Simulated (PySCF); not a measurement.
SMILES [CH]1CCCO1 (C4H7O), doublet, CAM-B3LYP/def2-SVP optimised geometry.

```
12

C      0.97    -0.14     0.00
C      0.06    -1.16     0.62
C     -1.07    -0.29     1.19
C     -0.99     0.95     0.30
O      0.39     1.10     0.00
H      2.06    -0.14     0.00
H      0.56    -1.77     1.39
H     -0.33    -1.88    -0.13
H     -2.06    -0.77     1.16
H     -0.85    -0.01     2.23
H     -1.55     0.81    -0.64
H     -1.34     1.88     0.77
```

Density from unrestricted CAM-B3LYP/def2-TZVP in PySCF at that geometry.

Minimum of the electron density along straight lines between bonded atoms, close to the bond critical point (lines longer than 1.1 times the sum of covalent radii, or with two minima, are not listed):

```
bond    length / Å  ρ at the minimum / e bohr⁻³  ∇²ρ there / e bohr⁻⁵  position (fraction from the first atom)
------  ----------  ---------------------------  --------------------  ---------------------------------------
C1–C2        1.500                        0.262                 -0.68                                     0.51
C2–C3        1.539                        0.241                 -0.58                                     0.50
C3–C4        1.526                        0.254                 -0.65                                     0.49
C1–O5        1.362                        0.288                 -0.43                                     0.34
C4–O5        1.420                        0.260                 -0.59                                     0.36
C1–H6        1.090                        0.282                 -1.00                                     0.65
C2–H7        1.102                        0.273                 -0.93                                     0.64
C2–H8        1.106                        0.271                 -0.91                                     0.64
C3–H9        1.099                        0.276                 -0.95                                     0.64
C3–H10       1.101                        0.276                 -0.94                                     0.64
C4–H11       1.106                        0.279                 -0.97                                     0.65
C4–H12       1.099                        0.283                 -1.01                                     0.65
```
